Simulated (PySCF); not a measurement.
**Spin states and ions at one geometry of [La(H2O)3]3+**

PySCF 2.14.0, RKS B3LYP, La def2-SVP with ECP46, O def2-SVP, H def2-SVP; non-relativistic Hamiltonian with scalar-relativistic core potentials where named; density fitting; no spin-orbit coupling; singlets restricted, open shells unrestricted. The geometry is relaxed for charge +3, singlet, vacuum:

```xyz
10

La    0.0000    0.0000    0.0000
O     2.4198    0.0000    0.0000
H     3.0362    0.7694    0.0714
H     3.0362   -0.7694   -0.0714
O    -1.2099    2.0956    0.0000
H    -2.1844    2.2447    0.0714
H    -0.8518    3.0141   -0.0714
O    -1.2099   -2.0956    0.0000
H    -0.8518   -3.0141    0.0714
H    -2.1844   -2.2447   -0.0714
```

Energies count from the relaxed state; an electron taken off or put on is at rest in vacuum. Charges and spins are Mulliken's.

Q: Order these states by energy, lowest first.
A. charge +3, triplet, vacuum
B. charge +2, doublet, vacuum
C. charge +3, singlet, vacuum
D. charge +4, doublet, vacuum

A: B (-14.40 eV), C (0.00 eV), A (6.96 eV), D (26.37 eV).

Q: How do charge and spin on the first atom follow?

A: 
```
                     state  spin squared  charge on La1 (e)  spin on La1 (e)  dipole about the centre of mass (D)
charge +3, singlet, vacuum          0.00               2.00             0.00                                 0.00
charge +3, triplet, vacuum          2.01               1.40             0.96                                 0.81
charge +4, doublet, vacuum          0.76               2.18            -0.06                                 0.00
charge +2, doublet, vacuum          0.75               1.22             1.01                                 0.00
```

With an electron taken off (doublet) the charges change, summed by element, by La +0.17 e, O +0.52 e, H +0.31 e. The vertical ionisation energy is 26.37 eV, against −ε(HOMO) = 24.12 eV of the relaxed state. The level lies 2.3 eV too high, as is usual for semilocal functionals and global hybrids, which keep a self-interaction error.

With an electron put on (doublet) the charges change, summed by element, by La -0.79 e, O +0.01 e, H -0.22 e. The vertical electron affinity is 14.40 eV, against −ε(LUMO) = 16.69 eV of the relaxed state.

Open shells may have lower solutions than those found. Hard to converge, so the more doubtful: charge +3, triplet, vacuum.

A frequency check found unstable modes (1, the lowest at -20 cm⁻¹), so the relaxed geometry is a saddle point, or these are noise.
